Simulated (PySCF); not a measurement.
# Predicted spectroscopic data

Averaged over atoms made equivalent by symmetry, fast rotation or ring inversion, a single conformation, in vacuum, relativity neglected. Coordinates at the GFN2-xTB level; σ from GIAO-PBE0/pcSseg-1; PySCF 2.14.0 with density-fitted response routines.

Shifts are taken against calculated references (same method and geometry level): ¹H (σ = 31.72 ppm) and ¹³C (σ = 186.93 ppm) against TMS. Splittings of carbon signals by F and P are missing where no couplings were computed. Where no couplings were computed, multiplicities follow the n + 1 count of equivalent neighbours, and m marks all less simple cases (inequivalent or close neighbours, rings, F or P nearby). Shifts are as computed. Against solution values, carbons near 30 ppm lie about +3 ppm off and those near 130 ppm about +5 ppm. Of 1211 compounds with measured shifts, 218 miss one by over three times the rms of a fit or turn the order of signals round; such compounds aren't used in these exercises.

**1.** `C#Cc1ccnc(C#C)c1`, C$_{9}$H$_{5}$N. ¹H NMR (500 MHz, computed): δ 8.94 (d, 1H), 7.86 (s, 1H), 7.46 (d, 1H), 3.06 (s, 1H), 2.81 (s, 1H). ¹³C{¹H} NMR (computed): δ 155.6, 147.7, 138.6, 135.1, 131.2, 93.0, 88.0, 87.5, 86.8.

**2.** `C(=C1/C(=C)[C@@H](C#N)C1)/F`, C$_{7}$H$_{6}$FN. ¹H NMR (500 MHz, computed): δ 6.87 (m, 1H), 6.09 (br s, 1H), 5.86 (br s, 1H), 3.35 (m, 1H), 3.03 (m, 1H), 2.94 (m, 1H). ¹³C{¹H} NMR (computed): δ 155.7 (CH), 145.7 (C), 125.1 (C), 124.6 (C), 123.3 (CH2), 29.8 (CH2), 26.6 (CH).
